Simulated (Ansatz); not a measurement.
Born–Oppenheimer molecular dynamics of Cl₂FGeHO (6 atoms, charge 0, multiplicity 1). It goes on from the last frame of an earlier run, with new velocities.

Method: RKS PBE/def2-SVP in Ansatz 0.2.0.

- ensemble: NVT, Langevin thermostat
- time step: 2 fs
- steps asked: 40
- set temperature: 300 K
- friction: 0.001 /fs
- seed: 955832

First frame:

```xyz
6
Properties=species:S:1:pos:R:3
Ge -0.022 0.043 0.048
Cl 0.007 -0.009 2.174
F 1.598 -0.125 -0.510
Cl -1.078 1.792 -0.758
O -0.901 -1.355 -0.560
H -0.261 -2.082 -0.490
```

Task: How far do the bonds stretch over the last three quarters of this one trajectory? (Pairs bonded in most of those frames.)

Result: 
| bond | mean (Å) | spread (Å) | shortest | longest |
| --- | --- | --- | --- | --- |
| Ge1–Cl2 | 2.163 | 0.018 | 2.12 | 2.19 |
| Ge1–F3 | 1.753 | 0.033 | 1.70 | 1.80 |
| Ge1–Cl4 | 2.151 | 0.052 | 2.06 | 2.21 |
| Ge1–O5 | 1.774 | 0.026 | 1.73 | 1.81 |
| O5–H6 | 0.980 | 0.007 | 0.96 | 0.99 |

Mean temperature of the second half: 163 K. The mean temperature of the second half is 46 % below the set value. A step of 2 fs is long for free X–H stretches (periods near 10 fs) and can bias their spread and the temperature. A run of 0.08 ps of so small a system gives no equilibrium averages.

Time of the run: 56 s on 2 threads of Arm Neoverse V2, on a shared host, peak memory 0.14 GiB.
